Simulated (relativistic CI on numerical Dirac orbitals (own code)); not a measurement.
# Ag²⁺: resonant inelastic scattering at the L2,3 edge

Computed with this model: Dirac-Coulomb-Breit CI, orbitals from a KLI potential per configuration, a model potential for QED, Kramers-Heisenberg scattering through one core-hole configuration in a parametric crystal field, unscaled Slater integrals; configurations [Kr] 4d9 → [He] 2s2 2p5 3s2 3p6 3d10 4s2 4p6 4d10; 80 K; core-hole width 1.6 eV; summed over polarisations. Incident energies are the highest absorption maxima for each field (at most a few, so the weaker spin-orbit partner edge can be absent), on the computed scale of the free ion. Intensities are in per cent of the strongest line above 0.02 eV; levels within 1 cm⁻¹ are merged; final levels count from the ground level, the first row holds all elastic scattering, lines under 0.4 are left out and each table stops after 24 rows. The scale of the Slater integrals is a model choice and moves the terms in proportion.

Field parameters in Wybourne normalisation: D3d B²₀ = −7Dσ, B⁴₀ = −14Dq − 21Dτ, B⁴₃ = −14√(10/7) Dq; Oh B⁴₀ = 21Dq, B⁴₄ = √(5/14) B⁴₀. The field is a parameter set, without covalency.

S is read from ⟨S²⟩ = S(S + 1).

Oh, 10Dq = 34350 cm⁻¹:

```tsv
Final level (eV)	Degeneracy	Irrep	S	3351 eV	3524 eV
0.000	4	Γ8	0.50	143.2	38.1
4.056	2	Γ7	0.50	100.0	0.0
4.402	4	Γ8	0.50	90.1	73.6
```

D3d, 10Dq = 28150, Dσ = -450, Dτ = 470 cm⁻¹:

```tsv
Final level (eV)	Degeneracy	Irrep	S	3350.7 eV	3523.7 eV
0.000	2	Γ5+Γ6	0.50	76.9	14.8
0.035	2	Γ4	0.50	70.7	17.6
3.526	2	Γ4	0.50	100.0	1.4
3.851	2	Γ5+Γ6	0.50	42.7	33.8
3.983	2	Γ4	0.50	50.5	29.4
```

Oh, 10Dq = 30000 cm⁻¹:

```tsv
Final level (eV)	Degeneracy	Irrep	S	3350.6 eV	3523.7 eV
0.000	4	Γ8	0.50	144.5	36.0
3.519	2	Γ7	0.50	100.0	0.0
3.867	4	Γ8	0.50	88.8	72.1
```

For the first field the strongest loss at the lowest incident energy is the level at 4.06 eV (S = 0.50, against 0.50 in the thermal ground state).
